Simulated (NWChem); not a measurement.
SiHSCl, singlet; SMILES S[Si]Cl

```xyz
4

Si     0.9697     0.0396     0.0000
Cl    -0.4316     1.6010     0.0000
S     -0.4349    -1.5853     0.0000
H      0.5373    -2.5274     0.0000
```
Atoms are numbered in this order, from 1.

Program: NWChem. Low-valent species are run as closed-shell singlets; no triplet was tried in these runs. Structure relaxed at the PBE0/def2-SVP level. Level: PBE0/def2-SVP with SMD (1 M gas to 1 M solution), gas-phase geometry. Reactions with the solvent are ignored.

For solvent n-hexane:

| Quantity | Value |
|---|---|
| solvation free energy (kcal/mol) | -3.8 |
| cavity-dispersion-structure term (kcal/mol) | -2.7 |
| dipole in solution (D) | 2.16 |

Question: Estimate the same quantities for solvent water.

Answer: 
- solvation free energy (kcal/mol): -1.9
- cavity-dispersion-structure term (kcal/mol): 0.7
- dipole in solution (D): 2.54
